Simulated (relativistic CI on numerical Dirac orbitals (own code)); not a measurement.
**Mo³⁶⁺: sensitivity of the levels to the model**

Base calculation: Dirac-Coulomb-Breit CI, orbitals from a KLI potential per configuration, a model potential for QED, unscaled Slater integrals.

CI space (outside the closed core 1s2): 2s2 2p2, 2s 2p3, 2p4, 2p3 3s, 2p3 3p, 2p3 3d, 2s2 2p 3s, 2s2 2p 3p, 2s2 2p 3d, 2s 2p2 3s, 2s 2p2 3p, 2s 2p2 3d, 2s2 2p 4s, 2s2 2p 4p, 2s2 2p 4d, 2s2 2p 4f. Levels of other configurations are missing.

Variants: (1) valence Slater integrals scaled by 0.9; (2) QED terms removed. Shifts of the energy above 2s2 2p2 3P_0, in eV, for the lowest level and the first level of each name with at least 55 % of one term (blank where a level changes its place among those of its configuration and J or its character, or is not in the variant):

```
          Level     Base   Δ(1)   Δ(2)
   2s2 2p2 3P_0     0.00   0.00   0.00
   2s2 2p2 3P_1   103.45  +1.17  -0.24
   2s2 2p2 1D_2   115.98  -0.11  -0.25
   2s2 2p2 3P_2   228.11  +0.51  -0.44
   2s2 2p2 1S_0   257.18  -1.98  -0.40
   2s 2p3 3D°_3   356.05  +1.35  +2.08
   2s 2p3 3P°_0   382.17  -0.99  +2.08
   2s 2p3 1D°_2   401.23  -2.71  +2.08
       2p4 3P_2   546.57  -0.43  +4.60
       2p4 3P_1   656.49  +0.40  +4.41
       2p4 1D_2   670.73  -1.21  +4.41
2s2 2p 3s 3P°_0  2855.47  +0.93  -0.78
2s2 2p 3s 3P°_1  2857.66  +0.68  -0.78
 2s2 2p 3p 3D_1  2896.34  +1.49  -0.05
 2s2 2p 3p 3P_0  2916.95  -0.33  -0.03
 2s2 2p 3p 3D_2  2938.80  +0.66  -0.12
 2s 2p2 3s 5P_1  2971.91  +1.60  +1.64
2s2 2p 3s 3P°_2  2973.17  +1.38  -0.78
2s2 2p 3d 3F°_2  2974.90  +1.23  -0.22
2s2 2p 3s 1P°_1  2979.19  +0.73  -0.96
 2s 2p2 3s 3P_0  2988.46  -0.11  +1.73
2s 2p2 3p 5D°_0  3012.60  +2.14  +2.47
```

At this charge energies of transitions that change n are usually good to better than 1 %, and those within a shell (Δn = 0) to a few per cent.

Ionisation energy from the two ground configurations alone: base 5092.16 eV. The NIST ASD value (semi-empirical) is 5084 eV.

LS names give the leading component of a level, which can be under half, so a name can repeat, a term be missing and a line seem to break the LS rules.
